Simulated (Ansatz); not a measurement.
BH2I (SMILES [H]B([H])I): the energy, rung by rung

BH2I has 4 atoms, charge 0, and is taken as a singlet. As SMILES, `[H]B([H])I`. The shape is that of a GFN2-xTB optimisation.

```csv
atom,x (Å),y (Å),z (Å)
B,0.1203,0.2004,0.0092
H,1.2856,0.1646,0.0405
H,-0.4568,1.2139,0.0077
I,-0.9490,-1.5789,-0.0574
```

Each level gives the energy change with the B1–H3 bond stretched from 1.166 to 2.916 Å (eV). The values are calculated.

```tsv
level	kind	program	value (eV)	less FCI/STO-3G	CPU time (all runs)
HF/STO-3G (restricted)	Hartree–Fock	Ansatz	9.79	+4.43	0.68 s
PBE/STO-3G (restricted)	GGA	Ansatz	6.83	+1.47	3.3 s
wB97M-V/STO-3G (restricted)	range-separated hybrid	Ansatz	8.04	+2.68	37 s
wB97X/STO-3G (restricted)	range-separated hybrid	Ansatz	8.29	+2.93	14 s
RPA@PBE/STO-3G (restricted)	RPA	Ansatz	6.29	+0.93	5 s
MP2/STO-3G (restricted)	perturbation theory	Ansatz	7.02	+1.66	0.93 s
CCSDT/STO-3G (restricted)	coupled cluster or CI	Ansatz	5.37	+0.01	1.5 s
CCSDTQ/STO-3G (restricted)	coupled cluster or CI	Ansatz	5.36	0.00	34 s
FCI/STO-3G	exact in the basis	Ansatz	5.36	0.00	14 s
```

FCI/STO-3G is exact within its basis and frozen core, so for wave-function methods in that basis the difference is their error; functionals converge differently with the basis, so for them it is only a difference. Spin-restricted single references rise too steeply as a bond breaks, Hartree–Fock most of all. Perturbation and coupled-cluster corrections on them can overshoot downwards. All-electron rows without a relativistic Hamiltonian named are non-relativistic. The first shape isn't each level's own minimum. The values span 5.36 to 9.79 eV. All rows use very small basis sets, so even the best lies far from the true value. In the correlated wave-function rows the outer d shell of I is correlated, in sets not made for it. CPU times are rough (shared hosts, several kinds of processor): they show what a rung costs within a factor of a few.
